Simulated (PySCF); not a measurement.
## Correlation energy of Cl (chlorine, neutral)

[Ne] 3s2 3p5, 2P determinant. Calculation: PySCF 2.14, in def2-TZVP (5s5p2d1f, 37 functions); no relativity, point nucleus. Frozen: [Ne]; 7 electrons correlated.

MP2 pair energies summed by pair of shells (mhartree):

```tsv
pair	energy	share (%)
3p-3p	-96.46	62.1
3s-3p	-50.01	32.2
3s-3s	-8.84	5.7
```

Total MP2 correlation energy: -155.31 mhartree.

Same-spin part -36.14 and opposite-spin part -119.17 mhartree; SCS-MP2 scales them by 1/3 and 6/5 to -155.05 mhartree.

```json
{"level": "CCSD", "correlation energy (mhartree)": "-179.50"}
{"level": "(T)", "correlation energy (mhartree)": "-5.69"}
{"level": "CCSD(T)", "correlation energy (mhartree)": "-185.19"}
```

Diagnostics: T1 = 0.0072, D1 = 0.0238, largest double amplitude 0.054.

Problem. Is a single reference adequate?

Solution. Yes: T1 lies below 0.03 and no double amplitude reaches 0.07.
